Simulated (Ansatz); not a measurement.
Mulliken charges of CH5AlClNO, SMILES `C[O][Al]([NH2])[Cl]` from r2SCAN/def2-TZVPP in Ansatz (PBE0-D4/def2-TZVP geometry).

| atom | x (Å) | y (Å) | z (Å) | charge (e) |
| --- | --- | --- | --- | --- |
| C1 | -0.787 | 0.427 | 1.765 | 0.026 |
| O2 | -0.209 | -0.274 | 0.702 | -0.386 |
| Al3 | 0.316 | 0.105 | -0.842 | 0.649 |
| N4 | 1.002 | -1.137 | -1.867 | -0.462 |
| Cl5 | 0.156 | 2.069 | -1.555 | -0.288 |
| H6 | -1.768 | 0.003 | 2.003 | 0.050 |
| H7 | -0.157 | 0.342 | 2.656 | 0.050 |
| H8 | -0.920 | 1.492 | 1.540 | 0.049 |
| H9 | 1.337 | -0.979 | -2.802 | 0.157 |
| H10 | 1.114 | -2.100 | -1.599 | 0.156 |

Question: By hand: the dipole of these point charges (1 e Å = 4.8032 D).

Answer: Σ q r = (0.000, -0.277, 0.158) e Å, of length 0.319 e Å = 1.53 D.

Question: How does the dipole of the full density compare? (An estimate is asked.)

Answer: Ansatz gave: (0.049, -0.275, 0.034) e Å, 1.35 D; the point charges give 1.13 times that, at 25° from its direction.

Point charges leave out the atoms' own dipoles, such as those of lone pairs, and Mulliken's split depends on the basis, so the two needn't agree.
